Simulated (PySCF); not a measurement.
## Correlation energy of Sb²⁺ (antimony, charge +2)

[Kr] 4d10 5s2 5p1, 2P determinant. All numbers are calculated (PySCF 2.14, scalar relativity through the core potential, in def2-TZVP with the def2 core potential (28 electrons)). Frozen: 4s2 4p6 4d10; 3 electrons correlated.

MP2 pair energies summed by pair of shells (mhartree):

```csv
pair,energy,share (%)
5s-5s,-19.23,56.2
5s-5p,-14.96,43.8
```

Total MP2 correlation energy: -34.19 mhartree.

Same-spin part -2.24 and opposite-spin part -31.94 mhartree; SCS-MP2 scales them by 1/3 and 6/5 to -39.08 mhartree.

```
  level  correlation energy (mhartree)
   CCSD                         -46.10
    (T)                          -0.60
CCSD(T)                         -46.70
```

Diagnostics: T1 = 0.0085, D1 = 0.0199, largest double amplitude 0.095.

**Question.** Is a single reference adequate?

**Answer.** Mostly. T1 lies below 0.03, but a double amplitude of this size points to a near-degeneracy that CCSD handles and MP2 describes poorly.
